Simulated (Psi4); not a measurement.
Input file for Psi4: SAPT0/aug-cc-pVDZ on BrH5Si (a complex), monomers drawn apart or pushed together.

```
memory 2025 MB

molecule dimer {
0 1
Si    0.21561361   -0.23727616    0.01070586
H     0.80358519   -1.54370942    0.37642308
H    -0.99321581   -0.00538389    0.84144561
H    -0.18081622   -0.23855966   -1.41453560
H     1.18768323    0.84669029    0.26766979
--
0 1
Br   -0.03838779   -0.04831663    3.97512435
H    -0.69991355    0.01103623    2.71173215
units angstrom
symmetry c1
no_reorient
no_com
}

set {
  basis aug-cc-pVDZ
  scf_type df
  freeze_core true
}

energy('sapt0')
```

Output:

```
[...]
==> Input File <==

--------------------------------------------------------------------------
memory 2025 MB

molecule dimer {
0 1
Si    0.21561361   -0.23727616    0.01070586
H     0.80358519   -1.54370942    0.37642308
H    -0.99321581   -0.00538389    0.84144561
H    -0.18081622   -0.23855966   -1.41453560
H     1.18768323    0.84669029    0.26766979
--
0 1
Br   -0.03838779   -0.04831663    3.97512435
H    -0.69991355    0.01103623    2.71173215
units angstrom
symmetry c1
no_reorient
no_com
}

set {
  basis aug-cc-pVDZ
  scf_type df
  freeze_core true
}

energy('sapt0')
--------------------------------------------------------------------------


   => Loading Basis Set <=

    Name: AUG-CC-PVDZ
    Role: ORBITAL
    Keyword: BASIS
    atoms 1      entry SI         line   570 file aug-cc-pvdz.gbs
    atoms 2-5, 7 entry H          line    40 file aug-cc-pvdz.gbs
    atoms 6      entry BR         line  3326 file aug-cc-pvdz.gbs

   => Loading Basis Set <=

    Name: AUG-CC-PVDZ
    Role: ORBITAL
    Keyword: BASIS
    atoms 1      entry SI         line   570 file aug-cc-pvdz.gbs
    atoms 2-5, 7 entry H          line    40 file aug-cc-pvdz.gbs
    atoms 6      entry BR         line  3326 file aug-cc-pvdz.gbs


  //>>>>>>>>>>>>>>>>>>>>>>>>>>>>>>>>>>>//
  //              Dimer HF             //
  //<<<<<<<<<<<<<<<<<<<<<<<<<<<<<<<<<<<//

   => Libint2 <=

    Primary   basis highest AM E, G, H:  7, 6, 3
    Auxiliary basis highest AM E, G, H:  7, 7, 4
    Onebody   basis highest AM E, G, H:  -, -, -
    Solid Harmonics ordering:            Gaussian


   => Loading Basis Set <=

    Name: AUG-CC-PVDZ
    Role: ORBITAL
    Keyword: BASIS
    atoms 1      entry SI         line   570 file aug-cc-pvdz.gbs
    atoms 2-5, 7 entry H          line    40 file aug-cc-pvdz.gbs
    atoms 6      entry BR         line  3326 file aug-cc-pvdz.gbs


         ---------------------------------------------------------
                                   SCF
               by Justin Turney, Rob Parrish, Andy Simmonett
                          and Daniel G. A. Smith
                              RHF Reference
                        1 Threads,   1931 MiB Core
         ---------------------------------------------------------

  ==> Geometry <==

    Molecular point group: c1
    Full point group: C1

    Geometry (in Angstrom), charge = 0, multiplicity = 1:

       Center              X                  Y                   Z               Mass
    ------------   -----------------  -----------------  -----------------  -----------------
         SI           0.215613610000    -0.237276160000     0.010705860000    27.976926534650
         H            0.803585190000    -1.543709420000     0.376423080000     1.007825032230
         H           -0.993215810000    -0.005383890000     0.841445610000     1.007825032230
         H           -0.180816220000    -0.238559660000    -1.414535600000     1.007825032230
         H            1.187683230000     0.846690290000     0.267669790000     1.007825032230
         BR          -0.038387790000    -0.048316630000     3.975124350000    78.918337600000
         H           -0.699913550000     0.011036230000     2.711732150000     1.007825032230

  Running in c1 symmetry.

  Rotational constants: A =      1.75352  B =      0.01337  C =      0.01333 [cm^-1]
  Rotational constants: A =  52569.17816  B =    400.81087  C =    399.76497 [MHz]
  Nuclear repulsion =  121.187240425012362

  Charge       = 0
  Multiplicity = 1
  Electrons    = 54
  Nalpha       = 27
  Nbeta        = 27

  ==> Algorithm <==

  SCF Algorithm Type is DF.
  DIIS enabled.
  MOM disabled.
  Fractional occupation disabled.
  Guess Type is SAD.
  Energy threshold   = 1.00e-08
  Density threshold  = 1.00e-08
  Integral threshold = 1.00e-12

  ==> Primary Basis <==

  Basis Set: AUG-CC-PVDZ
    Blend: AUG-CC-PVDZ
    Number of shells: 50
    Number of basis functions: 108
    Number of Cartesian functions: 113
    Spherical Harmonics?: true
    Max angular momentum: 2

   => Loading Basis Set <=

    Name: (AUG-CC-PVDZ AUX)
    Role: JKFIT
    Keyword: DF_BASIS_SCF
    atoms 1      entry SI         line   526 file aug-cc-pvdz-jkfit.gbs
    atoms 2-5, 7 entry H          line    70 file aug-cc-pvdz-jkfit.gbs
    atoms 6      entry BR         line  1380 file aug-cc-pvdz-jkfit.gbs

  ==> Integral Setup <==

  DFHelper Memory: AOs need 0.045 GiB; user supplied 1.414 GiB.
  SCF_SUBTYPE=INCORE selected. In-core MEM_DF algorithm will be used.
  Using in-core AOs.

  ==> MemDFJK: Density-Fitted J/K Matrices <==

    J tasked:                   Yes
    K tasked:                   Yes
    wK tasked:                   No
    OpenMP threads:               1
    Algorithm:                 Core
    Schwarz Cutoff:           1E-12
    Mask sparsity (%):       0.9259
    Fitting Condition:        1E-10

   => Auxiliary Basis Set <=

  Basis Set: (AUG-CC-PVDZ AUX)
    Blend: AUG-CC-PVDZ-JKFIT
    Number of shells: 152
    Number of basis funct
[...]
  100A      2.538358   101A      2.855771   102A      2.875565
     103A      2.931341   104A      4.642421   105A     14.460256
     106A     14.473283   107A     14.498817   108A    103.633645

    Final Occupation by Irrep:
              A
    DOCC [    18 ]
    NA   [    18 ]
    NB   [    18 ]

  @DF-RHF Final Energy: -2572.29968992021713

   => Energetics <=

    Nuclear Repulsion Energy =             12.9760286891352230
    One-Electron Energy =               -3607.4737309394577096
    Two-Electron Energy =                1022.1980123301055983
    Total Energy =                      -2572.2996899202171335

Computation Completed


Properties will be evaluated at   0.000000,   0.000000,   0.000000 [a0]

Properties computed using the SCF density matrix


 Multipole Moments:

 ------------------------------------------------------------------------------------
     Multipole            Electronic (a.u.)      Nuclear  (a.u.)        Total (a.u.)
 ------------------------------------------------------------------------------------

 L = 1.  Multiply by 2.5417464519 to convert [e a0] to [Debye]
 Dipole X            :          3.6781082           -3.8616293           -0.1835211
 Dipole Y            :          3.1913816           -3.1748265            0.0165551
 Dipole Z            :       -268.3893295          268.0408029           -0.3485267
 Magnitude           :                                                    0.3942397

 ------------------------------------------------------------------------------------

  Constructing Basis Sets for SAPT...

   => Loading Basis Set <=

    Name: (AUG-CC-PVDZ AUX)
    Role: RIFIT
    Keyword: DF_BASIS_SAPT
    atoms 1      entry SI         line   400 file aug-cc-pvdz-ri.gbs
    atoms 2-5, 7 entry H          line    30 file aug-cc-pvdz-ri.gbs
    atoms 6      entry BR         line   970 file aug-cc-pvdz-ri.gbs

   => Loading Basis Set <=

    Name: (AUG-CC-PVDZ AUX)
    Role: JKFIT
    Keyword: DF_BASIS_ELST
    atoms 1      entry SI         line   526 file aug-cc-pvdz-jkfit.gbs
    atoms 2-5, 7 entry H          line    70 file aug-cc-pvdz-jkfit.gbs
    atoms 6      entry BR         line  1380 file aug-cc-pvdz-jkfit.gbs


  //>>>>>>>>>>>>>>>>>>>>>>>>>>>>>>>>>>>//
  //               SAPT0               //
  //<<<<<<<<<<<<<<<<<<<<<<<<<<<<<<<<<<<//



        SAPT0
    Ed Hohenstein
     6 June 2009

      Orbital Information
  --------------------------
    NSO        =       108
    NMO        =       108
    NRI        =       337
    NRI (Elst) =       482
    NOCC A     =         9
    NOCC B     =        18
    FOCC A     =         5
    FOCC B     =         9
    NVIR A     =        99
    NVIR B     =        90

    Elst10,r            =    -0.003020929888 [Eh]
    Exch10              =     0.009269905544 [Eh]
    Exch10 (S^2)        =     0.009191953751 [Eh]

    Maxiter = 50
    CPHF R converge = 1.000000E-08

    Iter     Energy [mEh]          dE [mEh]         Residual      Time [s]
       1      -2.31594816       2.315948156     7.415206e-03             0
       2      -2.98334504       0.667396883     1.178143e-03             0
       3      -2.96113997      -0.022205073     2.199405e-04             0
       4      -2.96238091       0.001240945     4.404543e-05             0
       5      -2.96271437       0.000333456     8.933198e-06             0
       6      -2.96262343      -0.000090939     1.515391e-06             0
       7      -2.96262768       0.000004251     1.836214e-07             0
       8      -2.96262891       0.000001234     2.351701e-08             0
       9      -2.96262863      -0.000000283     3.112222e-09             0

    CHF Iterations converged

    Maxiter = 50
    CPHF R converge = 1.000000E-08

    Iter     Energy [mEh]          dE [mEh]         Residual      Time [s]
       1      -0.68274484       0.682744840     3.553362e-03             0
       2      -0.84072282       0.157977982     7.154054e-04             0
       3      -0.84237359       0.001650766     2.524458e-04             0
       4      -0.83949289      -0.002880698     6.687123e-05             0
       5      -0.83993610       0.000443208     1.885542e-05             0
       6      -0.84002682       0.000090724     4.325358e-06             0
       7      -0.83999074      -0.000036082     7.147578e-07             0
       8      -0.83999458       0.000003843     1.157465e-07             0
       9      -0.83999424      -0.000000347     2.554511e-08             0
      10      -0.83999423      -0.000000007     5.471997e-09             0

    CHF Iterations converged

    Ind20,r (A<-B)      =    -0.002962628630 [Eh]
    Ind20,r (B<-A)      =    -0.000839994230 [Eh]
    Ind20,r             =    -0.003802622861 [Eh]
    Exch-Ind20,r (A<-B) =     0.001848399895 [Eh]
    Exch-Ind20,r (B<-A) =     0.000705934027 [Eh]
    Exch-Ind20,r        =     0.002554333922 [Eh]
    Disp20              =    -0.004537030883 [Eh]
    Disp20 (SS)         =    -0.002268515441 [Eh]
    Disp20 (OS)         =    -0.002268515441 [Eh]
    Exch-Disp20         =     0.000498608302 [Eh]
    Exch-Disp20 (SS)    =     0.000310677083 [Eh]
    Exch-Disp20 (OS)    =     0.000187931219 [Eh]

    SAPT Results
  --------------------------------------------------------------------------------------------------------
    Electrostatics                 -3.02092989 [mEh]      -1.89566212 [kcal/mol]      -7.93145033 [kJ/mol]
      Elst10,r                     -3.02092989 [mEh]      -1.89566212 [kcal/mol]      -7.93145033 [kJ/mol]

    Exchange                        9.26990554 [mEh]       5.81695355 [kcal/mol]      24.33813365 [kJ/mol]
      Exch10                        9.26990554 [mEh]       5.81695355 [kcal/mol]      24.33813365 [kJ/mol]
      Exch10(S^2)                   9.19195375 [mEh]       5.76803806 [kcal/mol]      24.13347125 [kJ/mol]

    Induction                      -2.85046737 [mEh]      -1.78869528 [kcal/mol]      -7.48390104 [kJ/mol]
      Ind20,r                      -3.80262286 [mEh]      -2.38618187 [kcal/mol]      -9.98378495 [kJ/mol]
      Exch-Ind20,r                  2.55433392 [mEh]       1.60286874 [kcal/mol]       6.70640279 [kJ/mol]
      delta HF,r (2)               -1.60217843 [mEh]      -1.00538214 [kcal/mol]      -4.20651889 [kJ/mol]

    Dispersion                     -4.03842258 [mEh]      -2.53414843 [kcal/mol]     -10.60287703 [kJ/mol]
      Disp20                       -4.53703088 [mEh]      -2.84702986 [kcal/mol]     -11.91197294 [kJ/mol]
      Exch-Disp20                   0.49860830 [mEh]       0.31288143 [kcal/mol]       1.30909592 [kJ/mol]
      Disp20 (SS)                  -2.26851544 [mEh]      -1.42351493 [kcal/mol]      -5.95598647 [kJ/mol]
      Disp20 (OS)                  -2.26851544 [mEh]      -1.42351493 [kcal/mol]      -5.95598647 [kJ/mol]
      Exch-Disp20 (SS)              0.31067708 [mEh]       0.19495281 [kcal/mol]       0.81568257 [kJ/mol]
      Exch-Disp20 (OS)              0.18793122 [mEh]       0.11792862 [kcal/mol]       0.49341335 [kJ/mol]

  Total HF                          3.39850829 [mEh]       2.13259615 [kcal/mol]       8.92278228 [kJ/mol]
  Total SAPT0                      -0.63991429 [mEh]      -0.40155228 [kcal/mol]      -1.68009474 [kJ/mol]

  Special recipe for scaled SAPT0 (see Manual):
    Electrostatics sSAPT0          -3.02092989 [mEh]      -1.89566212 [kcal/mol]      -7.93145033 [kJ/mol]
    Exchange sSAPT0                 9.26990554 [mEh]       5.81695355 [kcal/mol]      24.33813365 [kJ/mol]
    Induction sSAPT0               -2.78492909 [mEh]      -1.74756939 [kcal/mol]      -7.31183033 [kJ/mol]
    Dispersion sSAPT0              -4.02562945 [mEh]      -2.52612062 [kcal/mol]     -10.56928867 [kJ/mol]
  Total sSAPT0                     -0.56158289 [mEh]      -0.35239858 [kcal/mol]      -1.47443566 [kJ/mol]
  --------------------------------------------------------------------------------------------------------



*** Psi4 exiting successfully. Buy a developer a beer!
```

The run finished.

Cost: about 11 core-seconds (a rough figure).
